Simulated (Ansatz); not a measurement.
Stepwise reaction of `[NH2][Sn]([NH2])([Cl])[Cl]` with hydrogen fluoride, as a gas-phase model of exchange steps in deposition or etching. ΔE in kJ/mol; ΔG adds harmonic PBE0-D4 terms to CCSD(T)/CBS, at 1 bar.

Computed with Ansatz on PBE0-D4/def2-TZVP structures; ΔE is electronic, products minus reactants. CBS: MP2 limit from def2 TZ/QZ plus the TZ coupled-cluster correction, frozen cores. This one scheme is used for every species. DFT in def2-TZVPP. B3LYP here is the variant with VWN-RPA as its local correlation; programs differ in this. def2 core potentials past Kr. For Sn outer-core shells are correlated without core-valence functions, which leaves a few kJ/mol of doubt a bond. Each species was taken in one conformer, which may not be the lowest.

```json
{"step": "1", "reaction": "`[NH2][Sn]([NH2])([Cl])[Cl]` + H–F → `[NH2][Sn]([F])([Cl])[Cl]` + NH₃", "PBE-D4": "-43.2", "B3LYP-D4": "-45.0", "ωB97M-V": "-44.0", "CCSD(T)/CBS": "-37.5", "ΔG(500 K)": "-43.9"}
{"step": "2", "reaction": "`[NH2][Sn]([F])([Cl])[Cl]` + H–F → `[F][Sn]([F])([Cl])[Cl]` + NH₃", "PBE-D4": "-35.1", "B3LYP-D4": "-36.8", "ωB97M-V": "-35.9", "CCSD(T)/CBS": "-29.5", "ΔG(500 K)": "-20.3"}
```

Q: By hand: ΔE of the 2 steps together at CCSD(T)/CBS.

A: (-37.5) + (-29.5) = -67.0 kJ/mol, or -33.5 kJ/mol a step.

In ΔE each step is higher than the one before. All are downhill at CCSD(T)/CBS. ΔG lies between -43.9 and -20.3 kJ/mol a step. PBE-D4 differs from CCSD(T)/CBS by -5.7 to -5.6 kJ/mol a step. Isolated molecules leave out the surface, adducts and barriers. Largest T1 diagnostic: 0.013.
